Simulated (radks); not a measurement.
Numerical settings for the nitrogen ion N3+, [He] 2s2. Method: scalar-relativistic Kohn-Sham, BLYP, spin-unpolarised, spherical densities, finite nucleus; Fermi nuclear charge, rms radius 2.5582 fm; computed with a radial shooting solver on a logarithmic mesh with Libxc functionals. The defaults (mesh step 0.008 in ln r, mesh end at 40 bohr or more with all orbitals vanishing there, Anderson mixing 0.5 over 9 steps, residual threshold near 1e-9 with the energy settled to 1e-9 hartree or 1e-11 of itself, here a cap of 77 iterations) give E = -51.2253 hartree and 2s at -68.072 eV in 24 iterations. Run on one thread of a shared host, so times are rough (Arm Neoverse V2): 0.04 s of CPU time, 0.04 s wall, 24 iterations on 2189 mesh points. Changes against that run (0 stands for a change within the tolerance of the run):

| setting | iterations | converged | E (mhartree) | e(2s) (meV) | CPU (s) |
|---|---|---|---|---|---|
| mesh step in ln r 0.03 | 14 | yes | 0 | 0 | 0.01 |
| mesh step in ln r 0.003 | 77 | no | 0 | 0 | 0.25 |
| mesh step in ln r 0.05 | 13 | yes | 0 | 0 | 0.01 |
| mesh end (bohr) 2 | 23 | yes | +448 | +8.9e+03 | 0.03 |
| mesh end (bohr) 3 | 25 | yes | +18.3 | +537 | 0.03 |
| residual threshold 0.001 | 8 | yes | 0 | +0.094 | 0.02 |
| residual threshold 0.1 | 8 | yes | 0 | +0.094 | 0.02 |
| mixing 1 | 27 | yes | 0 | 0 | 0.04 |
| linear mixing, mixing 0.8 | 13 | no | -1.72e+05 | -3.84e+05 | 0.02 |
| linear mixing, mixing 0.2 | 77 | no | 0 | 0 | 0.1 |
| mixing history 20 | 25 | yes | 0 | 0 | 0.04 |
| iteration cap 2 | 2 | no | +47.6 | -1.66e+04 | 0 |

Settings that end as converged yet miss the energy by more than 1 mhartree: mesh end (bohr) 2 (+0.448 hartree); mesh end (bohr) 3 (+0.0183 hartree). A mesh that ends early acts as a hard wall.
